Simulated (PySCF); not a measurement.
Compound: C₈H₉BS.
Bonds: C1–C2 (triple), C2–C3, C3–C4 (aromatic), C4–C5 (aromatic), C5–C6 (aromatic), C6–B7, B7–C8, B7–C9, C6–S10 (aromatic), C3–S10 (aromatic). Hydrogens: H11 on C1; H12 on C4; H13 on C5; H14, H15, H16 on C8; H17, H18, H19 on C9.

Theory: PBE0-D3(BJ)/def2-SVP geometry optimisation, gas phase (PySCF).

Question: List the bond lengths, angles and torsions at this level.

Answer: 
| bond | length (Å) | order |
| --- | --- | --- |
| C1≡C2 | 1.214 | triple |
| C2–C3 | 1.413 | single |
| C3–C4 | 1.389 | aromatic |
| C4–C5 | 1.407 | aromatic |
| C5–C6 | 1.389 | aromatic |
| C6–B7 | 1.549 | single |
| B7–C8, B7–C9 | 1.575 | single |
| C6–S10 | 1.731 | aromatic |
| C3–S10 | 1.724 | aromatic |
| C1–H11 | 1.074 | single |
| C4–H12 | 1.090 | single |
| C5–H13 | 1.091 | single |
| C8–H14 and 5 like bonds | 1.103 | single |

Bonds in one row agree within 0.01 Å and their mean is given. Orders are formal, as drawn. A selection of angles:
| angle | degrees |
| --- | --- |
| C1–C2–C3 | 179.6 |
| C2–C3–C4 | 127.7 |
| C2–C3–S10 | 121.4 |
| C4–C3–S10 | 110.9 |
| C3–C4–C5 | 112.3 |
| C4–C5–C6 | 114.3 |
| C5–C6–B7 | 129.3 |
| C5–C6–S10 | 109.5 |
| B7–C6–S10 | 121.2 |
| C6–B7–C8 | 121.0 |
| C6–B7–C9 | 119.9 |
| C8–B7–C9 | 119.2 |
| C3–S10–C6 | 93.0 |

Torsions: C5–C6–B7–C8 -176° (antiperiplanar). The mirror-image conformer, all signs reversed, is as good.

Of the pairs four or more bonds apart, S10···H14 is among the closest relative to their van der Waals radii: 2.80 Å, 93 % of the sum of Bondi's values. The B–C distances run from 1.549 Å (C6–B7, drawn single) to 1.575 Å (B7–C9, drawn single), a spread of 0.026 Å. The C–C distances run from 1.214 Å (C1≡C2, drawn triple) to 1.413 Å (C2–C3, drawn single), a spread of 0.199 Å. The 5-membered ring C3–C4–C5–C6–S10 has internal angles of 93.0° to 114.3° (sum 540°, against 540° for a flat polygon); it is planar, 0.00 Å rms from its mean plane, widest ring torsion 0°. B7 (three-coordinate boron) is planar (angles 121.0°, 119.9° and 119.2°, sum 360.0°, 0.00 Å off the plane of its three neighbours).

No frequency check.
